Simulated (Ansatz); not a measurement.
Ga(OH)3 (GaO₃H₃). The state is a triplet with charge 0. Geometry PBE-D4/def2-SVP, that of the neutral singlet; atoms count from 1.

Cartesian coordinates in Å:
```
Ga 0.000 0.000 0.000
O -1.356 -1.008 -0.609
H -2.212 -0.620 -0.349
O 1.698 -0.481 -0.334
H 1.721 -1.307 -0.854
O -0.342 1.490 0.943
H 0.491 1.926 1.203
```

At PBE0-D4/def2-TZVP a singlet of charge 0 lies 5.93 eV below the triplet at the same geometry.

Question: Estimate the Mulliken populations from the PBE0/def2-TZVP orbitals of Ansatz.

Answer: 
```csv
atom,charge (e),spin (α − β)
Ga1,0.19,0.70
O2,-0.17,0.58
H3,0.24,0.12
O4,-0.41,0.22
H5,0.27,0.06
O6,-0.38,0.26
H7,0.27,0.07
```
Mulliken values and Mayer orders depend strongly on the basis.

Question: Where does the spin sit?

Answer: Summed by element: Ga 0.70, O 1.06, H 0.24, of 2 unpaired in all. Largest on single atoms: Ga1 0.70, O2 0.58, O6 0.26.

Question: And the Mayer bond orders between bonded heavy atoms (over 0.3)?

Answer: Ga1–O2 0.64 (1.80 Å); Ga1–O4 0.87 (1.80 Å); Ga1–O6 0.84 (1.80 Å).
